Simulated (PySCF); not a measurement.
Species: heptacarbon, C7 (singlet state).
SMILES with atom numbers: `[C:1]=[C:2]=[C:3]=[C:4]=[C:5]=[C:6]=[C:7]`

The closed-shell ground state was solved at several levels (PySCF, density fitting, gas phase, non-relativistic). Isolated species at its PBE0-D3(BJ)/def2-SVP geometry, gas phase. The dipole stays under 0.02 D at every level.

```json
{"level": "CAM-B3LYP/def2-SVPD", "basis functions": "140", "total energy (Eh)": "-265.9867", "HOMO (eV)": "-9.59", "LUMO (eV)": "-4.24", "gap (eV)": "5.35"}
{"level": "B3LYP/pcJ-1", "basis functions": "189", "total energy (Eh)": "-266.3691", "HOMO (eV)": "-8.42", "LUMO (eV)": "-5.20", "gap (eV)": "3.22"}
```

(1) What might PBE0/pcSseg-1 (119 basis functions) give for the same quantities?

(2) Over all these levels, which gives the widest orbital gap and which the narrowest?

Answers

(1) Total energy -265.9852 Eh, HOMO -8.61 eV, LUMO -5.10 eV, gap 3.51 eV.

(2) CAM-B3LYP/def2-SVPD (range-separated hybrid) has the widest, 5.35 eV, and B3LYP/pcJ-1 (global hybrid, 20 % exact exchange) the narrowest, 3.22 eV. Functional and basis both differ between the two, so the spread mixes both effects.
